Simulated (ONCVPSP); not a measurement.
# LDA (Perdew-Wang 92) ONCV dataset for Sr, scalar-relativistic all-electron reference.

ONCVPSP 4.0.1 was run on this input:

```
# ATOM AND REFERENCE CONFIGURATION
# atsym  z   nc   nv     iexc    psfile
  Sr 38.00    6    3  -001012      upf
#
#   n    l    f
    1    0    2.00
    2    0    2.00
    2    1    6.00
    3    0    2.00
    3    1    6.00
    3    2   10.00
    4    0    2.00
    4    1    6.00
    5    0    1.00
#
# PSEUDOPOTENTIAL AND OPTIMIZATION
# lmax
    2
#
#   l,   rc,      ep,       ncon, nbas, qcut
    0    2.65    0.00    4    8    4.50
    1    2.25    0.00    3    7    7.20
    2    2.50    0.39    5    8    4.00
#
# LOCAL POTENTIAL
# lloc, lpopt,  rc(5),   dvloc0
    4    5    1.45    1.00
#
# VANDERBILT-KLEINMAN-BYLANDER PROJECTORs
# l, nproj, debl
    0    3    0.80
    1    1    3.90
    2    3    3.40
#
# MODEL CORE CHARGE
# icmod, fcfact, rcfact
    3    1.75    1.45
#
# LOG DERIVATIVE ANALYSIS
# epsh1, epsh2, depsh
   -3.00    5.00    0.02
#
# OUTPUT GRID
# rlmax, drl
    6.00    0.01
#
# TEST CONFIGURATIONS
# ncnf
    4
# nvcnf
#   n    l    f
    3
    4    0    2.00
    4    1    6.00
    5    0    2.00
#
    3
    4    0    2.00
    4    1    6.00
    5    0    0.00
#
    3
    4    0    2.00
    4    1    6.00
    5    0    1.50
#
    3
    4    0    2.00
    4    1    5.00
    5    0    2.00
#
```

Command:

```bash
oncvpsp.x < Sr.dat > Sr.out
```

The program printed (shortened: citation, most of the input echo, consistency checks and plot data are left out):

```
ONCVPSP  (Optimized Norm-Conservinng Vanderbilt PSeudopotential)
scalar-relativistic version 4.0.1

#   n    l    f        energy (Ha)
    1    0    2.00    -5.8502765E+02
    2    0    2.00    -7.9439026E+01
    2    1    6.00    -7.0673672E+01
    3    0    2.00    -1.2464988E+01
    3    1    6.00    -9.6368404E+00
    3    2   10.00    -4.9507417E+00
    4    0    2.00    -1.7392577E+00
    4    1    6.00    -1.0738407E+00
    5    0    1.00    -3.1539659E-01

Reference configufation results
  iterations    23
  all-electron total energy (Ha)   -3.17559333D+03

Begin loop to  construct optimized pseudo wave functions
and semi-local pseudopoentials for all angular momenta

   Wellstate for l =  0  n =  6
     eigenvalue =   0.4846
     asymptotic potential =   0.9846
     half-point radius =  4.8840

Calculating optimized projector #   1

 for l=   0

    Fraction of norm inside rc  0.985740
    Optimizing pswf for qcut=   4.49 a_B^-1,  ecut=  10.10 Ha
    Residual kinetic energy error=  5.46D-07 Ha

    Energy error per electron        Cutoff
         Ha          eV             Ha
         0.01000     0.27211        2.85
         0.00100     0.02721        3.81
         0.00010     0.00272        5.30
         0.00001     0.00027        8.06

Calculating optimized projector #   2

 for l=   0

    Fraction of norm inside rc  0.157825
    Optimizing pswf for qcut=   4.49 a_B^-1,  ecut=  10.10 Ha
    Residual kinetic energy error=  5.89D-06 Ha

    Energy error per electron        Cutoff
         Ha          eV             Ha
         0.01000     0.27211        2.33
         0.00100     0.02721        3.72
         0.00010     0.00272        7.59
         0.00001     0.00027        9.63

Calculating optimized projector #   3

 for l=   0

    Fraction of norm inside rc  0.219152
    Optimizing pswf for qcut=   4.49 a_B^-1,  ecut=  10.10 Ha
    Residual kinetic energy error=  4.07D-05 Ha

    Energy error per electron        Cutoff
         Ha          eV             Ha
         0.01000     0.27211        2.89
         0.00100     0.02721        6.66
         0.00010     0.00272        9.26
         0.00001     0.00027       13.85

Calculating optimized projector #   1

 for l=   1

    Fraction of norm inside rc  0.880466
    Optimizing pswf for qcut=   7.19 a_B^-1,  ecut=  25.86 Ha
    Residual kinetic energy error=  1.06D-08 Ha

    Energy error per electron        Cutoff
         Ha          eV             Ha
         0.01000     0.27211        5.65
         0.00100     0.02721        7.65
         0.00010     0.00272       15.23
         0.00001     0.00027       18.80

WARNING wellstate: moderately localized bound state found for n= 4 l=  2
WARNING scattering state with energy  0.05000000
WARNING will be used for the first projector

   Wellstate for l =  2  n =  5
     eigenvalue =   0.0500
     asymptotic potential =   0.5500
     half-point radius =  8.2456

   Wellstate for l =  2  n =  7
     eigenvalue =   3.4500
     asymptotic potential =   3.9500
     half-point radius =  4.0410

   Wellstate for l =  2  n =  9
     eigenvalue =   6.8500
     asymptotic potential =   7.3500
     half-point radius =  4.2641

Calculating optimized projector #   1

 for l=   2

    Fraction of norm inside rc  0.177742
    Optimizing pswf for qcut=   4.00 a_B^-1,  ecut=   8.01 Ha
    Residual kinetic energy error=  1.81D-03 Ha

    Energy error per electron        Cutoff
         Ha          eV             Ha
         0.01000     0.27211        6.00
         0.00100     0.02721        9.24
         0.00010     0.00272       29.36
         0.00001     0.00027       35.85

Calculating optimized projector #   2

 for l=   2

    Fraction of norm inside rc  0.178921
    Optimizing pswf for qcut=   4.00 a_B^-1,  ecut=   8.01 Ha
    Residual kinetic energy error=  8.68D-02 Ha

    Energy error per electron        Cutoff
         Ha          eV             Ha
         0.01000     0.27211       11.59
         0.00100     0.02721       36.34
         0.00010     0.00272       45.35
         0.00001     0.00027       50.42

Calculating optimized projector #   3

 for l=   2

    Fraction of norm inside rc  0.115165
    Optimizing pswf for qcut=   4.00 a_B^-1,  ecut=   8.01 Ha
    Residual kinetic energy error=  1.11D+00 Ha

    Energy error per electron        Cutoff
         Ha          eV             Ha
         0.01000     0.27211       13.80
         0.00100     0.02721       22.87
         0.00010     0.00272       38.28
         0.00001     0.00027       58.80

Construct Vanderbilt / Kleinmman-Bylander projectors

B matrix Hermiticity error, ll=   0
   1   2    9.1983E-05
   1   3   -1.6877E-04
   2   3    2.7457E-05

  Orthonormal projector coefficients  5.6245E+00  1.5006E+00  2.5362E-01

B matrix Hermiticity error, ll=   2
   1   2   -7.0183E-05
   1   3   -1.1061E-04
   2   3   -1.6195E-04

  Orthonormal projector coefficients -2.7463E+00  1.7524E+00 -1.3986E+00

Model core correction analysis
  based on d2Exc/dn_idn_j

d2excae - all-electron derivatives

   -3.000158D-02   -2.676270D-02   -3.089813D-03
   -2.676282D-02   -2.602258D-02   -5.045071D-03
   -3.089222D-03   -5.042155D-03   -3.930591D-02

d2excps - pseudofunction derivatives with no core correction

   -4.427646D-02   -3.140618D-02   -4.778208D-03
   -3.140740D-02   -3.036356D-02   -5.467798D-03
   -4.778354D-03   -5.464918D-03   -3.949586D-02

rms 2nd derivative error    5.495935E-03

rmatch, rhocmatch    0.9324    5.1096

Teter function model core charge with specified parameters

d2excps - pseudofunction derivatives with core correction

   -3.463846D-02   -2.748143D-02   -3.783579D-03
   -2.748144D-02   -2.800497D-02   -5.124125D-03
   -3.783046D-03   -5.121210D-03   -3.938707D-02

rms 2nd derivative error    1.746274E-03

Pseudoatom total energy  -31.114991

Diagnostic tests using Vanderbilt-Kleinman-Bylander pseudopotentials
  1 or more projectors used as specified by nproj input data

   l    rcore       rmatch      e in        delta e   norm test  slope test

   0   2.6562139   2.7368623  -1.7392577   0.0000005   1.0001007   1.0000899
   0   2.6562139   2.7368623  -0.3153966   0.0000004   1.0000161   1.0000128
   0   2.6562139   2.7368623   0.4846034   0.0000039   1.0001006   1.0001006

   1   2.2600475   2.3286674  -1.0738407  -0.0000022   0.9999967   1.0000001

   2   2.5019765   2.5779420   0.0500000  -0.0000000   1.0000102   1.0000102
   2   2.5019765   2.5779420   3.4500000   0.0000051   1.0001924   1.0001924
   2   2.5019765   2.5779420   6.8500000   0.0001761   1.0001755   1.0001755

 Testing for bound ghosts
   n   l    E NL Schr. Eq   E Basis Diag.   E Cutoff

   1   0       -1.739257       -1.739257     49.87
   2   0       -0.315396       -0.310400     49.87

   2   1       -1.073843       -1.073834     30.47

   3   2       -0.257107       -0.254274     71.45

 Testing for highly-localized positive-energy ghosts
       l    <radius>/rc     E Basis Diag.   E Cutoff

       0        0.868849        5.558361     49.87  WARNING - GHOST(+)

Test configuration 0

   n   l     f        eae           eps        diff
   1   0  2.0000 -585.02765293
   2   0  2.0000  -79.43902552
   2   1  6.0000  -70.67367173
   3   0  2.0000  -12.46498814
   3   1  6.0000   -9.63684044
   3   2 10.0000   -4.95074170
   4   0  2.0000   -1.73925775   -1.73925726    4.84D-07
   4   1  6.0000   -1.07384072   -1.07384288   -2.15D-06
   5   0  1.0000   -0.31539659   -0.31539621    3.81D-07

    Total energies and differences
      AE_ref= -3.17559333D+03  AE_tst= -3.17559333D+03  dif=  0.00D+00
      PS_ref= -3.11149910D+01  PS_tst= -3.11149910D+01  dif=  2.49D-14
      PSP excitation error= -2.49D-14

Test configuration 1

   n   l     f        eae           eps        diff
   1   0  2.0000 -584.78834043
   2   0  2.0000  -79.20011505
   2   1  6.0000  -70.43474962
   3   0  2.0000  -12.22651261
   3   1  6.0000   -9.39839293
   3   2 10.0000   -4.71233249
   4   0  2.0000   -1.50373293   -1.50309999    6.33D-04
   4   1  6.0000   -0.84008741   -0.84008081    6.60D-06
   5   0  2.0000   -0.13381919   -0.13380040    1.88D-05

    Total energies and differences
      AE_ref= -3.17559333D+03  AE_tst= -3.17581598D+03  dif= -2.23D-01
      PS_ref= -3.11149910D+01  PS_tst= -3.13376455D+01  dif= -2.23D-01
      PSP excitation error= -2.51D-07

Test configuration 2

   n   l     f        eae           eps        diff
   1   0  2.0000 -585.31163516
   2   0  2.0000  -79.72224872
   2   1  6.0000  -70.95691401
   3   0  2.0000  -12.74738108
   3   1  6.0000   -9.91918014
   3   2 10.0000   -5.23301236
   4   0  2.0000   -2.01607333   -2.01733734   -1.26D-03
   4   1  6.0000   -1.34709077   -1.34720144   -1.11D-04

    Total energies and differences
      AE_ref= -3.17559333D+03  AE_tst= -3.17518260D+03  dif=  4.11D-01
      PS_ref= -3.11149910D+01  PS_tst= -3.07041844D+01  dif=  4.11D-01
      PSP excitation error= -8.05D-05

Test configuration 3

   n   l     f        eae           eps        diff
   1   0  2.0000 -584.90166660
   2   0  2.0000  -79.31328733
   2   1  6.0000  -70.54792584
   3   0  2.0000  -12.33951810
   3   1  6.0000   -9.51138743
   3   2 10.0000   -4.82531196
   4   0  2.0000   -1.61558908   -1.61519947    3.90D-04
   4   1  6.0000   -0.95124181   -0.95123172    1.01D-05
   5   0  1.5000   -0.22169770   -0.22167891    1.88D-05

    Total energies and differences
      AE_ref= -3.17559333D+03  AE_tst= -3.17572740D+03  dif= -1.34D-01
      PS_ref= -3.11149910D+01  PS_tst= -3.12490682D+01  dif= -1.34D-01
      PSP excitation error=  3.44D-06

Test configuration 4

   n   l     f        eae           eps        diff
   1   0  2.0000 -585.30267957
   2   0  2.0000  -79.70537292
   2   1  6.0000  -70.94135326
   3   0  2.0000  -12.72338324
   3   1  6.0000   -9.89506358
   3   2 10.0000   -5.20832253
   4   0  2.0000   -1.94129719   -1.94411173   -2.81D-03
   4   1  5.0000   -1.25664655   -1.25551752    1.13D-03
   5   0  2.0000   -0.37348285   -0.37344887    3.40D-05

    Total energies and differences
      AE_ref= -3.17559333D+03  AE_tst= -3.17477285D+03  dif=  8.20D-01
      PS_ref= -3.11149910D+01  PS_tst= -3.02947781D+01  dif=  8.20D-01
      PSP excitation error=  2.64D-04
```

The run took about 5.2 s on one core of a shared server CPU.
